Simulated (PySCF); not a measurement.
Core-level binding energies of Zn(iPr)2

Zn(iPr)2, C₆H₁₄Zn (singlet state).
Bonds: Zn1–C2, Zn1–C12, C2–C3, C2–C4, C12–C13, C12–C14. Hydrogens: H5 on C2; H6, H7, H8 on C3; H9, H10, H11 on C4; H15 on C12; H16, H17, H18 on C13; H19, H20, H21 on C14.

Level of theory: PySCF, delta-SCF UKS SCAN, pcX-2 on the ionised atom (unc-x2c-TZVPall on a metal), pcseg-1 elsewhere, spin-free X2C. Each binding energy is the total energy of the core-ionised species, with the hole localised on one atom, minus that of the ground state; both are solved self-consistently, so orbital relaxation is included.

**Question.** List the computed XPS lines with their assignment.

**Answer.** 
```json
{"atom(s)": "C2/C12", "environment": "carbon bonded to 2 C, Zn and H", "level": "C 1s", "binding energy (eV)": "289.32", "above the level's lowest (eV)": "0.00", "count": "2"}
{"atom(s)": "C3/C4/C13/C14", "environment": "carbon bonded to C and 3 H", "level": "C 1s", "binding energy (eV)": "290.21", "above the level's lowest (eV)": "+0.89", "count": "4"}
```

The listed C 1s values span 0.89 eV, from C2/C12 (bonded to 2 C, H and Zn) to C3/C4/C13/C14 (bonded to C and 3 H).

**Question.** Which photon energy gives electrons from C 1s of C3/C4/C13/C14 a kinetic energy of 200 eV, and what is their de Broglie wavelength?

**Answer.** hν = 290.21 + 200 = 490.21 eV, recoil neglected; λ = 12.264 Å/√(E/eV) = 0.87 Å.

**Question.** Which photon wavelength matches the C 1s of C3/C4/C13/C14 threshold?

**Answer.** λ = hc/E = 12398.42 eV Å / 290.21 eV = 42.722 Å.

Topologically equivalent atoms share the value of their first member; where this conformer doesn't relate them by symmetry, their own values could differ. Not every level is listed. No level of zinc is listed. Geometry: PBE0-D3(BJ)/def2-SVP; no solvent, vibrations or thermal averaging. Metal 2p energies of this one-determinant scheme are less reliable than its 1s energies.
